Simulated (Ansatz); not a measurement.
`CN[SiH](N)S` + H–F → `CN[SiH](N)F` + H₂S  (ligand exchange at the Si–S bond)

Gas-phase electronic energies from Ansatz, PBE0-D4/def2-TZVP geometries. CBS: MP2 limit from def2 TZ/QZ plus the TZ coupled-cluster correction, frozen cores. This one scheme is used for every species. Functionals use def2-TZVPP. B3LYP here is the variant with VWN-RPA as its local correlation; programs differ in this. Each species was taken in one conformer, which may not be the lowest.

| level | ΔE (kJ/mol) | difference from CCSD(T)/CBS |
| --- | --- | --- |
| PBE-D4 | -80.5 | 10.7 |
| r2SCAN-D4 | -94.4 | -3.2 |
| PBE0-D4 | -83.1 | 8.1 |
| B3LYP-D4 | -96.4 | -5.2 |
| ωB97X-V | -97.0 | -5.8 |
| ωB97M-V | -96.6 | -5.4 |
| B2PLYP | -101.6 | -10.4 |
| PBE | -86.6 | 4.6 |
| r2SCAN | -96.1 | -4.9 |
| PBE0 | -88.6 | 2.6 |
| B3LYP | -106.2 | -15.0 |
| HF/def2-TZVPP | -119.2 | -28.0 |
| MP2/def2-TZVPP | -88.7 | 2.5 |
| SCS-MP2/def2-TZVPP | -97.0 | -5.8 |
| CCSD/def2-TZVPP | -99.6 | -8.4 |
| CCSD(T)/def2-TZVPP | -94.8 | -3.6 |
| HF/def2-QZVPP | -121.3 | -30.1 |
| MP2/def2-QZVPP | -87.3 | 3.9 |
| SCS-MP2/def2-QZVPP | -95.6 | -4.4 |
| HF/CBS(def2) | -121.6 | -30.4 |
| MP2/CBS(def2) | -85.0 | 6.2 |
| CCSD/CBS(def2) | -95.9 | -4.7 |
| CCSD(T)/CBS | -91.2 | 0 |

Largest T1 diagnostic among the species: 0.010.

In def2-TZVPP, CCSD(T) changes the Hartree–Fock value by +24.4 kJ/mol (the triples alone add +4.7 kJ/mol) and MP2 by +30.6 kJ/mol. The D4 term adds +9.8 kJ/mol with B3LYP and +5.5 kJ/mol with PBE0; it sums over pairs of atoms, weighted by their polarisabilities, and B3LYP, whose exchange is more repulsive, gets the larger term.
